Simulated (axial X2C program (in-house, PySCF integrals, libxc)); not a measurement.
**SnF⁻ along the bond: PBE0, with spin–orbit coupling**

Computed with an in-house relativistic program for diatomic molecules. Two-component (2c) means X2C with spin–orbit coupling and atomic mean-field two-electron Coulomb and Gaunt terms. Basis: Sn dyall-acv3z [12s13p10d5f1g], F dyall-av3z [7s6p3d2f] (cores contracted in-house); Gaussian nuclei, density fitting, unrestricted open shells. Masses: Sn 119.902 u, F 18.998 u.

State: Ω = 1 (⟨Sz⟩ = 1.00, ⟨Lz⟩ = 0.00 at PBE0). Dipoles are positive if F is the positive end and refer to the centre of mass.

Results along the bond:

```json
{"R (Å)": "1.776", "μ (D)": "0.411", "HOMO (eV)": "0.75", "LUMO (eV)": "2.73"}
{"R (Å)": "1.857", "μ (D)": "-0.111", "HOMO (eV)": "0.69", "LUMO (eV)": "2.73"}
{"R (Å)": "1.919", "μ (D)": "-0.515", "HOMO (eV)": "0.64", "LUMO (eV)": "2.72"}
{"R (Å)": "1.980", "μ (D)": "-0.927", "HOMO (eV)": "0.59", "LUMO (eV)": "2.71"}
{"R (Å)": "2.041", "μ (D)": "-1.343", "HOMO (eV)": "0.53", "LUMO (eV)": "2.69"}
{"R (Å)": "2.112", "μ (D)": "-1.832", "HOMO (eV)": "0.47", "LUMO (eV)": "2.66"}
{"R (Å)": "2.184", "μ (D)": "-2.323", "HOMO (eV)": "0.39", "LUMO (eV)": "2.63"}
{"R (Å)": "2.276", "μ (D)": "-2.950", "HOMO (eV)": "0.30", "LUMO (eV)": "2.57"}
{"R (Å)": "2.388", "μ (D)": "-3.710", "HOMO (eV)": "0.18", "LUMO (eV)": "2.48"}
{"R (Å)": "2.551", "μ (D)": "-4.793", "HOMO (eV)": "0.01", "LUMO (eV)": "2.32"}
```

The state is one determinant whose occupation by symmetry is held fixed; it was picked as the lowest of a PBE0 search that is not exhaustive. Density functionals use the spin component along the axis (collinear). PBE0 can misorder states that lie within some tenths of an eV, so this need not be the ground state of the molecule. The nearest other 2c determinant of the search, Ω = 0, lies 0.41 eV up at the distance of the search. With several unpaired electrons one determinant need not be a pure state. Open-shell Ω = 0 determinants with evenly filled partner blocks cannot be reached by this program, so the Ω shown need not be the lowest component. This is the Ω = 1 component of a π² triplet; the 0⁺ component is not one determinant and can lie lowest. The highest occupied level of some functionals is positive through self-interaction error; at Hartree–Fock it is bound. The LUMO of an anion is an unbound level whose energy the basis sets.
